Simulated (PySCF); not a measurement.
Gas-phase reaction: 2 ZrOCl2 + 3 Cl2 = 2 ZrCl4 + 2 ClO, at 800 K and a standard pressure of 1 bar. Level: M06-2X/def2-TZVP†.

Method: PySCF energies plus ideal-gas RRHO corrections (1 bar). † marks an energy on the PBE0/def2-TZVP geometry and frequencies. Open shells (unrestricted): ClO (multiplicity 2, electronic degeneracy 4); the rest are closed-shell singlets. Spin-orbit splitting is ignored; it lowers the true energy and changes the entropy of ClO. Zr: scalar-relativistic def2 core potential, no spin-orbit coupling. ZrOCl2: computed as isolated molecules; such fragments, hydroxides, amides, oligomers or adducts are transient or little studied in the gas. The harmonic model lacks anharmonicity and excited electronic states, which grow with temperature; levels with a mode under 35 cm⁻¹ are left out. Soft modes under 120 cm⁻¹ make the harmonic entropy rough for ZrOCl2, ZrCl4.

```
species       E (Ha)  H(800 K) − E (kJ/mol)  S°(800 K) (J/mol/K)
-------  -----------  ---------------------  -------------------
ZrOCl2   -1042.78216                   68.8                416.7
Cl2       -920.35983                   30.5                257.8
ZrCl4    -1888.08376                   87.8                470.7
ClO       -535.30085                   31.3                260.0
```
E: electronic energy; H − E holds the zero-point and thermal terms. 1 Ha = 2625.5 kJ/mol.

Question: Work out ΔH°, ΔS°, ΔG° and log10 K from these numbers.

Answer: 1. ΔE = 2×(-1888.08376) + 2×(-535.30085) − 2×(-1042.78216) − 3×(-920.35983) = -0.12541 Ha = -329.3 kJ.
2. Δ(H − E) = 2×(87.8) + 2×(31.3) − 2×(68.8) − 3×(30.5) = 9.1 kJ, so ΔH° = -320.2 kJ.
3. ΔS° = 2×(470.7) + 2×(260.0) − 2×(416.7) − 3×(257.8) = -145.4 J/K; the number of gas molecules changes by -1.
4. ΔG° = ΔH° − TΔS° = -320.2 − 800×(-145.4)/1000 = -203.9 kJ.
5. log10 K = −ΔG°/(RT ln 10) = 13.31, with RT ln 10 = 15.32 kJ/mol; at standard pressures the products are favoured.
6. A shift of 10 kJ in ΔE would move log10 K by 0.65 here.
For scale, ΔH°(298 K) is -327 kJ at this level, -326 kJ at ωB97M-V/def2-TZVP†, and runs from -378 to -307 kJ over the 13 levels computed.
